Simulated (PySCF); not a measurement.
A homologous series of growing length: n-germane amino/formyl. Isolated molecules, 0 K electronic values unless said otherwise. One relaxed conformer stands for each flexible species; it need not be the lowest. Strings in code marks are SMILES. All members: neutral, multiplicity 1. Level: PBE0-D4/def2-TZVP // PBE0-D4/def2-SVP (PySCF), beside PBE-D3(BJ)/def2-TZVP // PBE0-D4/def2-SVP (PySCF) at the same geometries.  Orbital energies are measured against the vacuum level.

```json
[
 {"species": "`[NH2][GeH2][GeH2][GeH2][GeH2][GeH2][GeH2][CH]=O`", "LUMO, PBE (eV)": "-2.73", "LUMO, PBE0-D4 (eV)": "-1.72"},
 {"species": "`[NH2][GeH2][GeH2][GeH2][GeH2][GeH2][CH]=O`", "LUMO, PBE (eV)": "-2.71", "LUMO, PBE0-D4 (eV)": "-1.69"},
 {"species": "`[NH2][GeH2][GeH2][GeH2][GeH2][CH]=O`", "LUMO, PBE (eV)": "-2.69", "LUMO, PBE0-D4 (eV)": "-1.67"},
 {"species": "`[NH2][GeH2][GeH2][GeH2][CH]=O`", "LUMO, PBE (eV)": "-2.67", "LUMO, PBE0-D4 (eV)": "-1.59"},
 {"species": "`[NH2][GeH2][GeH2][CH]=O`", "LUMO, PBE (eV)": "-2.67", "LUMO, PBE0-D4 (eV)": "withheld"},
 {"species": "`[NH2][GeH2][CH]=O` (H–N–Ge–C torsion 63°, N–Ge–C–O torsion 1°)", "LUMO, PBE (eV)": "-2.59", "LUMO, PBE0-D4 (eV)": "-1.42"}
]
```

Q: Fit y = a + b·x, y being the LUMO at the first level, to the 5 complete rows by least squares, with x = the PBE value in eV. Give a, b and the rms residual, and predict the withheld value.

A: Means of the 5 rows: x̄ = -2.678, ȳ = -1.618 eV. Σ(x − x̄)² = 0.01168 and Σ(x − x̄)(y − ȳ) = 0.02588, so b = 2.216 and a = ȳ − b·x̄ = 4.316 eV. The rms residual is 0.014 eV. At x = -2.67 the line gives -1.60 eV. The run for `[NH2][GeH2][GeH2][CH]=O` gave -1.56 eV, so the line is off by 0.04 eV, more than twice the rms residual.

Codes: PySCF.
